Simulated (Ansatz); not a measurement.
Computed with Ansatz on PBE0-D4/def2-TZVP structures; ΔE is electronic, products minus reactants. CCSD(T)/CBS adds triple-zeta CCSD(T) − MP2 to the extrapolated MP2 energy (def2 sets, frozen cores). DFT in def2-TZVPP. For Ga outer-core shells are correlated without core-valence functions, which leaves a few kJ/mol of doubt a bond. Scalar relativity is left out up to krypton. One conformer a species, not always the lowest.

Consider the redistribution: `CB[BH][GaH2]` + `OC[SiH2]F` → `O[BH][GaH2]` + `CBC[SiH2]F`.

CCSD(T)/CBS gives -258.1 kJ/mol.

Problem. Another level gave -260.8 kJ/mol. Which?
A. CAM-B3LYP/def2-TZVPP
B. BLYP/def2-TZVPP
C. PBE-QIDH/def2-TZVPP
D. LDA (SPW92)/def2-TZVPP

Solution. C. PBE-QIDH -260.8, BLYP -239.5, CAM-B3LYP -254.8, LDA (SPW92) -246.1 kJ/mol.

Largest T1 diagnostic among the species: 0.014.

At CCSD(T), def2-SVP lies −15.1 kJ/mol from the extrapolated value and def2-TZVPP −1.4 kJ/mol. From BLYP to BHLYP (50 % exact exchange), in def2-TZVPP and without D4, ΔE moves by −16.4 kJ/mol. Leaving LDA and LC-ωPBE aside and taking each functional with its dispersion term where it has one, the values, not all of them listed here, spread over 23.2 kJ/mol, from PBE-QIDH to revPBE-D4. LDA lies −8.1 kJ/mol from PBE without D4.

CCSD(T)/CBS has its own doubt, a few kJ/mol and more with outer-core shells, so smaller differences from it don't rank the levels.
